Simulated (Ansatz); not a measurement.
Species: GeH3, charge -1, multiplicity 1. 
Geometry from a B3LYP-D3(BJ)/def2-TZVP (Ansatz, a program for electronic structure) optimisation:
```xyz
4

Ge     0.0009    -0.0012     0.0771
H     -1.3464    -0.2008    -0.8098
H      0.8427    -1.0378    -0.8496
H      0.4734     1.2766    -0.8094
```
Charge -1, spin multiplicity 1.

Basis-set convergence of Hartree-Fock and CCSD correlation energies (hartree) with Ansatz. Cores are frozen in the correlated levels unless marked. Spin-orbit coupling is left out. Frozen are the shells of the preceding noble gas and the d and f shells that filled before the atom's block. Non-relativistic. This anion needs diffuse functions, which these sets lack.

```json
[
 {"basis": "def2-SVP", "functions": "47", "E(HF)": "-2076.81188", "E(corr, CCSD)": "-0.14313"},
 {"basis": "def2-TZVPP", "functions": "90", "E(HF)": "-2077.07830", "E(corr, CCSD)": "-0.17217"},
 {"basis": "def2-QZVPP", "functions": "179", "E(HF)": "[?]", "E(corr, CCSD)": "[?]"}
]
```

Q: Complete the blanks.

A: 
- def2-QZVPP, E(HF): -2077.12464
- def2-QZVPP, E(corr, CCSD): -0.17963
